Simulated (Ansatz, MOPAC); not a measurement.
Species: SrF, net charge 0, doublet state. SMILES: [F][Sr]

Atoms: Sr1, F2. Bonds: Sr1-F2.

Bond lengths (Å) and angles (degrees) optimised at PM6 with MOPAC; PM7 with MOPAC; HF/3-21G with Ansatz (a first-principles code); B3LYP/6-31G* with LANL2DZ past Ar with Ansatz, each started from the B3LYP-D3(BJ)/def2-TZVP structure (Ansatz) of the last column. A row stands for all coordinates that are equal there. 6-31G* holds six Cartesian d functions.

| coordinate | PM6 | PM7 | HF/3-21G | B3LYP/6-31G* with LANL2DZ past Ar | B3LYP-D3(BJ)/def2-TZVP |
|---|---|---|---|---|---|
| Sr1-F2 | 2.108 | 1.692 | 2.189 | 2.179 | 2.098 |

Mean signed difference of all 1 bond lengths from B3LYP-D3(BJ)/def2-TZVP: PM6 0.009 Å, PM7 -0.406 Å, HF/3-21G 0.091 Å, B3LYP/6-31G* with LANL2DZ past Ar 0.081 Å.
